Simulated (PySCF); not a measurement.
## Mayer bond orders and bond lengths

Compound: C2H7ClOSi.
Numbering: `[CH3:1][CH2:2][O:3][SiH2:4][Cl:5]` (hydrogens: H6, H7, H8 on C1; H9, H10 on C2; H11, H12 on Si4)

Structure used (GFN2-xTB), in Å, numbered top down from 1:
```xyz
12
C2H7ClOSi angstrom
C     -1.876    0.005    0.391
C     -0.594   -0.372   -0.335
O      0.427    0.523    0.027
Si     2.028    0.458   -0.122
Cl     2.730   -1.298    0.590
H     -2.676   -0.670    0.101
H     -1.726   -0.058    1.465
H     -2.158    1.024    0.139
H     -0.296   -1.395   -0.077
H     -0.741   -0.321   -1.421
H      2.409    1.570    0.726
H      2.473    0.533   -1.510
```

Bond orders from the PBE0/pcSseg-1 density (PySCF). One conformer (not necessarily the lowest) at the GFN2-xTB geometry, without solvent, vibrations or thermal averaging.

How far do the computed orders between heavy atoms stray from the drawn ones?

The largest departure is 0.140, at C2–O3 (drawn single, 0.860). Drawn single, order below 0.88: C2–O3 (0.860).

Give the Mayer order of every bond between heavy atoms, beside its length.

```tsv
bond	drawn as	length (Å)	Mayer order
C1–C2	single	1.520	1.065
C2–O3	single	1.405	0.860
O3–Si4	single	1.609	1.041
Si4–Cl5	single	2.020	0.960
```

And the bonds to hydrogen?

C–H: 0.95 to 0.97 (5 bonds); H–Si: 0.91 to 0.93 (2 bonds).

Sum the orders of all bonds at each heavy atom with more than one neighbour and set the sums beside the valence in the SMILES.

C1 3.956 (drawn 4), C2 3.823 (drawn 4), O3 1.901 (drawn 2), Si4 3.835 (drawn 4). Orders between atoms that aren't bonded are not in these sums.

The Mayer order sums products of elements of PS (density times overlap matrix) between the two atoms' basis functions, so it depends on the basis set.
